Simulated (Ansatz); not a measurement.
Cost and result up the ladder for Ge(OH)2Me2 (C2H8GeO2) (13 atoms). Total charge 0; singlet. Geometry: PBE-D4/def2-SVP.

```
atom   x (Å)   y (Å)   z (Å)
  C1  -0.870  -1.332   0.844
  C2   1.694   0.193  -0.581
 Ge3  -0.186   0.258  -0.060
  O4  -0.293   1.738   0.971
  O5  -1.290   0.452  -1.478
  H6  -1.204   1.855   1.299
  H7  -1.026   1.227  -2.006
  H8  -1.957  -1.232   1.028
  H9  -0.351  -1.481   1.810
 H10  -0.706  -2.224   0.208
 H11   2.320  -0.044   0.301
 H12   2.015   1.174  -0.982
 H13   1.855  -0.584  -1.354
```

Ansatz on 4 threads of Arm Neoverse V1 on a shared host. Times are rough, and most runs start from the orbitals of an earlier one. ωB97M-V/def2-TZVP serves as the yardstick here, not as an exact answer. Differences are given only for rows in sets of like size (and for xTB, whose basis is part of the method), since another set adds its own error. Binding counts from free atoms at the same level (C triplet, Ge triplet, O triplet, H doublet; other spins of the atoms weren't run), without zero-point energy or a counterpoise term.

B3LYP takes the VWN-RPA correlation. Correlated methods freeze 13 core orbitals; core or outer-core shells of Ge are correlated, in sets that lack core-valence functions. The rows differ in basis, and correlated rows in double-zeta sets carry the largest basis error.

Correlated methods converge slowly with the basis, most of all in double-zeta sets.

```csv
level,functions,wall time
HF/STO-3G,46,0.2 s
PBE-D4/def2-SVP,128,1.1 s
PBE0-D4/def2-SVP,128,1.6 s
PBE-D4/def2-TZVP (with forces),220,2.6 s
B3LYP-D4/def2-TZVP,220,3.2 s
PBE0-D4/def2-TZVP,220,3.3 s
MP2/def2-TZVP,220,3.3 s
r2SCAN-D4/def2-TZVP,220,4.3 s
ωB97X-V/def2-TZVP,220,8.5 s
ωB97M-V/def2-TZVP,220,9.5 s
CCSD(T)/def2-SVP,128,19 s
```

**Question.** Estimate what each level gives for the binding energy per atom (eV).

**Answer.** 
```csv
level,binding energy per atom (eV),difference from ωB97M-V/def2-TZVP (eV)
HF/STO-3G,3.33,–
PBE-D4/def2-SVP,3.90,–
PBE0-D4/def2-SVP,3.83,–
PBE-D4/def2-TZVP (with forces),3.89,0.06
B3LYP-D4/def2-TZVP,3.82,-0.01
PBE0-D4/def2-TZVP,3.82,-0.02
MP2/def2-TZVP,3.78,-0.06
r2SCAN-D4/def2-TZVP,3.85,0.01
ωB97X-V/def2-TZVP,3.85,0.01
ωB97M-V/def2-TZVP,3.84,0.00
CCSD(T)/def2-SVP,3.63,–
```
